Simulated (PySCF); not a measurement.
Electron correlation in Co¹¹⁺ (cobalt, charge +11)

[Ne] 3s2 3p4, high-spin 3P determinant. Computed with PySCF 2.14 in an uncontracted even-tempered set (19 s from 0.49 bohr⁻², ratio 2.5; 12 p from 0.64 bohr⁻², ratio 2.5; 5 d from 5 bohr⁻², ratio 2.7; 4 f from 7.4 bohr⁻², ratio 2.7), with the spin-free X2C one-electron Hamiltonian (Gaussian nucleus). Frozen: 1s2; 14 electrons correlated; the 22 highest virtual orbitals of each spin left out.

```
  level  correlation energy (mhartree)
   CCSD                        -530.69
    (T)                          -3.31
CCSD(T)                        -534.00
```

Diagnostics: T1 = 0.0024, D1 = 0.0106, largest double amplitude 0.035.

Q: Is a single reference adequate?

A: Yes, within this model without spin-orbit coupling: T1 lies below 0.03 and no double amplitude reaches 0.07.
